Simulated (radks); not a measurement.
Results of a calculation; reference values are marked as such.
Isoelectronic series with 46 electrons, all held in the configuration [Kr] 4d10, which need not be the ground one along the series. Code: a radial shooting solver on a logarithmic mesh with Libxc functionals. Model: scalar-relativistic Kohn-Sham, BLYP, spin-unpolarised, spherical densities, finite nucleus; Fermi nuclear charge, rms radius of each element as measured or else 0.836 A^(1/3) + 0.57 fm. Total energies (hartree) and mean radii <r> (bohr):

ion   E (hartree)      4d      4p      4s
Pd    -5046.36281   1.598   1.043  0.9460
Ag+   -5316.21888   1.392   1.001  0.9118
Cd2+  -5594.14764   1.256  0.9595  0.8788
In3+  -5880.15219   1.153  0.9201  0.8473
Sn4+  -6174.24269   1.071  0.8831  0.8174
Sb5+  -6476.44532   1.004  0.8485  0.7891
Te6+  -6786.78741  0.9458  0.8163  0.7623
I7+   -7105.31117  0.8958  0.7863  0.7370
